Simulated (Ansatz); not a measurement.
Total energies of `c1ccc(-c2ccc(-c3ccc(-c4cccnc4)nc3)nc2)nc1` from Ansatz at PBE-D4/def2-TZVP, gas phase (1 Eh = 27.2114 eV = 2625.5 kJ/mol). The reference geometry is relaxed at PBE-D4/def2-SVP.

| state | geometry | energy (Eh) |
| --- | --- | --- |
| charge 0 singlet | reference | -988.75103 |
| charge 1 doublet | reference | -988.48077 |
| charge -1 doublet | reference | -988.80430 |
| free C atom (triplet) | – | -37.79597 |
| free N atom (quartet) | – | -54.53214 |
| free H atom (doublet) | – | -0.49962 |

Single mean-field runs in def2-TZVP are fitted with def2-universal-jkfit.

Problem. Work out the vertical ionisation energy to the doublet.

Solution. E(charge 1 doublet) − E(charge 0 singlet) = -988.48077 − (-988.75103) = 0.27026 Eh = 7.35 eV. For comparison, −ε of the highest occupied level is 5.64 eV at this level, 1.71 eV less.

Problem. Work out the vertical electron affinity, to the doublet.

Solution. E(charge 0 singlet) − E(charge -1 doublet) = -988.75103 − (-988.80430) = 0.05327 Eh = 1.45 eV. The basis lacks diffuse functions, which makes affinities too small.

Problem. Give the fundamental gap IE − EA, the Mulliken electronegativity (IE + EA)/2 and the hardness (IE − EA)/2.

Solution. From the values in Eh: IE − EA = 0.27026 − 0.05327 = 0.21699 Eh = 5.90 eV; (IE + EA)/2 = 4.40 eV; (IE − EA)/2 = 2.95 eV. The HOMO–LUMO gap of the same run is 2.61 eV, 3.29 eV smaller than the fundamental gap.

Problem. What is the binding energy per atom against free atoms?

Solution. Atoms: 20 × (-37.79597) + 4 × (-54.53214) + 14 × (-0.49962) = -981.04264 Eh. Binding: -981.04264 − (-988.75103) = 7.70839 Eh = 209.76 eV, or 5.52 eV for each of 38 atoms (no zero-point energy, no counterpoise term).

At PBE-D4/def2-TZVP the gap within one spin of the charge 1 doublet nearly closes, so an electron or hole may be smeared out by delocalisation error. At PBE-D4/def2-TZVP the highest occupied level of the charge -1 doublet lies above zero (up to 0.22 eV). By energy differences its removal costs 1.45 eV (vertical, to the charge 0 singlet, at PBE-D4/def2-TZVP); self-interaction error and the lack of diffuse functions both raise the level.
